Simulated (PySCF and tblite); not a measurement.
The numbers below are computed, except where a source is named.
System: C₂H₇NSi, numbered as in [SiH3:1][N:2]1[CH2:3][CH2:4]1.

Motion: pyramidal inversion at N2. GFN2-xTB gives an electronic barrier of 3.0 kcal/mol.

What does PBE0/pcSseg-2 + D3(BJ) give on PBE0-D3(BJ)/def2-SVP geometries?

A barrier of 3.7 kcal/mol, 0.7 above the tight-binding barrier (from unrounded values) and, with GFN2-xTB thermal terms, ΔG‡(298 K) = 3.2 kcal/mol and k = 5.1×10¹⁰ s⁻¹ (2 equivalent paths).

And the level of the geometries itself, PBE0-D3(BJ)/def2-SVP?

2.8 kcal/mol.

Programs: tblite and PySCF.
